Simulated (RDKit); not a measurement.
Input file for RDKit: MMFF94 on CH4O3 (a complex), monomers drawn apart or pushed together.

```python
from rdkit import Chem
from rdkit.Chem import AllChem, rdDetermineBonds

blocks = [
'''3

O     0.68714879    0.14477863    0.20756427
H     0.35833907   -0.31763342   -0.57005566
H    -0.07470795    0.59903684    0.61143557
''',
'''5

O    -0.97646565    0.67496835    2.68739915
C    -0.32281355   -0.05980185    3.39217177
O     0.71619323   -0.78425935    3.00656193
H    -0.52970634   -0.20791617    4.45939227
H     0.87146411   -0.62470915    2.03857504
''',
]
mol = None
for b in blocks:
    f = Chem.MolFromXYZBlock(b)
    rdDetermineBonds.DetermineBonds(f, charge=0)
    mol = f if mol is None else Chem.CombineMols(mol, f)
Chem.SanitizeMol(mol)
print(Chem.MolToSmiles(Chem.RemoveHs(mol)))
ff = AllChem.MMFFGetMoleculeForceField(mol, AllChem.MMFFGetMoleculeProperties(mol), nonBondedThresh=100.0, ignoreInterfragInteractions=False)
e = ff.CalcEnergy()
print(f'MMFF94 energy {e:.6f} kcal/mol')
```

Program output:

```
O.O=CO
MMFF94 energy -33.590607 kcal/mol
```

The run finished.

Cost: roughly 0.04 core-seconds.
